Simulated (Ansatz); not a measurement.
Sn(Br)2 cation (Br₂Sn), SMILES [Br][Sn][Br] (connectivity only; charge and spin as stated), charge +1, multiplicity 2.

Geometry: PBE0-D3(BJ)/def2-SVP. The multiplicity is an assumed one; other spin states were not compared. The isomer is the one that the SMILES or the coordinates give; other isomers of the formula were not compared. The def2 effective core potentials stand for the cores of Sn; spin–orbit coupling is left out.

Two levels are set side by side: PBE/def2-SVPD (Ansatz, a program for electronic structure) and PBE0/def2-SVPD (Ansatz). Energy differences of separate SCF runs at the same geometry; the states with an electron removed or added have multiplicity 1 and 1. Differences are taken from unrounded values.

```csv
quantity,PBE0,PBE,PBE minus PBE0
vertical ionisation energy (eV),15.72,15.45,-0.27
vertical electron affinity (eV),9.24,9.09,-0.15
```

On these quantities the two levels nearly agree.
